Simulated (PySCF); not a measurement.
## Polarisability and C₆ of Se+ (selenium, charge +1)

[Ar] 3d10 4s2 4p3, high-spin 4S determinant. Calculation: PySCF 2.14, in aug-cc-pVQZ-PP with one added diffuse shell each of s, p, d, f, g type with ECP10MDF (8s7p6d4f3g, 114 functions); a scalar-relativistic core potential. Coupled (time-dependent) response in atomic units; α is the mean over directions.

```
method  mean α (bohr³)  C₆ (like pair)  S(−4)
   UHF           14.14           86.62  47.46
   PBE           14.49           89.07  51.57
  PBE0           14.23           87.21  48.66
```

S(−4) is the Cauchy moment in α(ω) = α(0) + S(−4) ω² + …

α(iu) at PBE:

| u (hartree) | α(iu) (bohr³) |
| --- | --- |
| 0 | 14.49 |
| 0.0500 | 14.36 |
| 0.100 | 13.99 |
| 0.200 | 12.72 |
| 0.300 | 11.09 |
| 0.500 | 7.985 |
| 0.750 | 5.289 |
| 1.00 | 3.665 |
| 1.50 | 2.034 |
| 2.00 | 1.303 |
| 3.00 | 0.6860 |
| 5.00 | 0.3001 |

For an ion, C₆ is the dispersion term alone; charge-induced terms of lower order in 1/R come first.

Energies and moments cover only the electrons outside the core potential.
